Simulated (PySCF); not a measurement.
# C₆ coefficients of unlike pairs at B3LYP

Calculated with PySCF 2.14 from the dipole response of each species, C₆(A,B) = (3/π) ∫ α_A(iu) α_B(iu) du, in atomic units, from isotropic polarisabilities. For ions this is the dispersion term alone; charge-induced terms of lower order in 1/R come first.

| species | configuration | basis | relativity | α (bohr³) | C₆ (like pair) |
| --- | --- | --- | --- | --- | --- |
| Sn⁺ | [Kr] 4d10 5s2 5p1 (2P) | aug-cc-pVQZ-DK3 (9s8p6d3f2g) | spin-free X2C | 26.93 | 204.1 |
| Si²⁺ | [Ne] 3s2 (1S) | aug-cc-pwCVTZ (8s7p5d3f) | none | 11.50 | 39.18 |
| Sb | [Kr] 4d10 5s2 5p3 (4S) | dyall-av2z (22s16p12d) | none | 45.94 | 501.4 |
| Ti³⁺ | [Ar] 3d1 (2D) | aug-cc-pVDZ-DK (7s6p4d2f) | spin-free X2C | 2.068 | 4.971 |

(1) Estimate C₆ for Sb with Si²⁺.

No spin-orbit coupling is included.

The other pairs:

| pair | C₆ |
| --- | --- |
| Ti³⁺, Si²⁺ | 11.42 |
| Sb, Sn⁺ | 317.3 |
| Ti³⁺, Sb | 38.29 |
| Si²⁺, Sn⁺ | 89.26 |
| Ti³⁺, Sn⁺ | 26.77 |

Answers

(1) The integral gives 139.4. The combination rule 2 C_A C_B / (C_A α_B/α_A + C_B α_A/α_B) gives 139.3 and the geometric mean 140.2.
